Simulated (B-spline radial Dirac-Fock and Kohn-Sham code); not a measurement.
## Radiative decay of the 1s hole in V¹⁰⁺

System: the V¹⁰⁺ ion in the configuration [Ne] 3s2 3p1.

The run's input, task.json:

```json
{"items": [{
  "Z": 23,
  "q": 10,
  "cfg": [[1, 0, 2], [2, 0, 2], [2, 1, 6], [3, 0, 2], [3, 1, 1]],
  "A": 51,
  "rrms": 3.6002,
  "do": ["binding", "quiet", "decay"],
  "holes": ["K", "L1", "L2", "L3", "M1"]
}]}
```

Command: `python xray_run.py task.json out`

Calculated with a radial finite-basis atomic code, using independent-particle radiative and Coulomb Auger rates from relativistic LDA hole-state orbitals, with Dirac-Fock energies.

```
line  multipole  energy (eV)  rate (s⁻¹)  share (%)
K-L2         E1       4957.5    1.12e+14       32.7
K-L3         E1       4964.6    2.20e+14       64.4
K-M2         E1       5489.6    3.29e+12      0.962
K-M3         E1       5490.9    6.54e+12       1.91
```

The listed lines hold 100.0 % of the radiative rate. The radiative width is 0.225 eV in the length form and 0.233 eV in the velocity form; the two differ because the transition energies are not eigenvalue differences of the potential that gave the orbitals. Kα2/Kα1 is 0.508 and Kβ/Kα is 0.030.
